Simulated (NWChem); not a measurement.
System: SiNH₃ClF; SMILES N[Si@H](F)Cl

```xyz
7

N      1.4321    -1.0869    -0.0817
Si    -0.0566    -0.4146     0.3770
F     -1.3151    -0.9122    -0.5168
Cl     0.0476     1.6158     0.0865
H      1.9396    -0.7633    -0.8967
H      1.7003    -2.0233     0.1970
H     -0.3761    -0.7585     1.7774
```
Atoms are numbered in this order, from 1.

Program: NWChem. Pople sets run with spherical d functions. STO-3G and 3-21G are far too small for this property and stand as cheap habits. The geometry was optimised at PBE0/def2-SVP. B3LYP is NWChem's, with the RPA form of VWN correlation. GIAO values for the isolated, static molecule; σ is the absolute isotropic shielding, δ = σ(reference) − σ with the isolated reference molecule computed at the same levels (19F: trichlorofluoromethane, 1H: tetramethylsilane, 15N: ammonia, 29Si: tetramethylsilane).

```
level                δ N1 (ppm)  δ Si2 (ppm)  δ F3 (ppm)  σ Cl4 (ppm)  δ H5 (ppm)  δ H6 (ppm)  δ H7 (ppm)
-------------------  ----------  -----------  ----------  -----------  ----------  ----------  ----------
KT2/pcSseg-1                  …            …           …            …           …           …        5.16
Hartree-Fock/STO-3G       -43.4         -4.6      -151.8       1221.0       -0.76       -0.89        3.00
B3LYP/6-31G*               30.2         -8.0       -94.4        919.5        0.85        0.87        5.17
```

Q: Fill in the missing entries.

A: 
- KT2/pcSseg-1, δ N1 (ppm): 45.4
- KT2/pcSseg-1, δ Si2 (ppm): -18.9
- KT2/pcSseg-1, δ F3 (ppm): -121.7
- KT2/pcSseg-1, σ Cl4 (ppm): 886.7
- KT2/pcSseg-1, δ H5 (ppm): 1.48
- KT2/pcSseg-1, δ H6 (ppm): 1.50
